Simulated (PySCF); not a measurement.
## Os⁷⁰⁺ (osmium, charge +70): r2SCAN calculation

Configuration: [He] 2s2 2p2, high-spin 3P determinant. Computed with PySCF 2.14 in an even-tempered Gaussian basis (17 s from 50 bohr⁻², ratio 2.2; 10 p from 65 bohr⁻², ratio 2.2; 5 d from 240 bohr⁻², ratio 2.4; 5 f from 360 bohr⁻², ratio 2.4; 4 g from 540 bohr⁻², ratio 2.4), with the non-relativistic Hamiltonian (point nucleus).

```
Total energy                                                  : -8419.19 hartree
One-electron energy                                           : -8660.90 hartree
Hartree (Coulomb) energy                                      : 325.15 hartree
Exchange-correlation energy                                   : -83.44 hartree
Kinetic energy                                                : 8418.92159 hartree
⟨S²⟩                                                          : 2.0000
⟨L²⟩                                                          : 2.000
Sum of ⟨r⟩                                                    : 0.3386 bohr
Sum of ⟨r²⟩                                                   : 0.02764 bohr²
Traceless quadrupole moment −½Σ⟨3z² − r²⟩ along its main axis : 0.00223 e·bohr²
Density at the nucleus (Gaussians lack the cusp)              : 306000 bohr⁻³
Spin density at the nucleus                                   : -19.1 bohr⁻³
```

```
shell  electrons  mean orbital energy (hartree)  rms radius, mean of both spins (bohr)
 1s α          1                    -2760.88248                                 0.0230
 1s β          1                    -2759.04211                                 0.0230
 2s α          1                     -655.87188                                 0.0878
 2s β          1                     -653.12649                                 0.0878
 2p α          2                     -647.58571                                 0.0748
```

A non-relativistic calculation at this Z misses sizeable relativistic shifts. Spin-orbit coupling is strong in this species (close to jj coupling), so the high-spin LS determinant is a model state, not a physical level.
